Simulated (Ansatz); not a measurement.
Basis-set extrapolation for C10H23P (`CCP(C(C)(C)C)C(C)(C)C`) (PBE0-D4/def2-TZVP geometry, frozen core, Ansatz 0.2.0). Multiplicity 1, RHF reference.

```csv
,def2-TZVPP,def2-QZVPP
HF,-732.949051,-732.977189
MP2 correlation,-1.949923,-2.070585
CCSD(T) correlation,-2.153113,not run
```

Energies in hartree. Use E(X) = E(∞) + A·exp(−7.88·√X) for Hartree–Fock and E(X) = E(∞) + B·X^(−2.97) for correlation, with X = 3 and 4, and add CCSD(T) minus MP2 of the smaller set to the MP2 limit.

Problem. What is the CCSD(T) energy at the basis-set limit?

Solution. HF limit: -732.977189 + (-0.028138) × 0.13774 = -732.98106. MP2 limit: -2.070585 + (-0.120662) × 0.74074 = -2.15996. Higher-order term: -2.153113 − (-1.949923) = -0.20319. Total: -735.34421 hartree, 151.9 kcal/mol below CCSD(T)/def2-TZVPP.
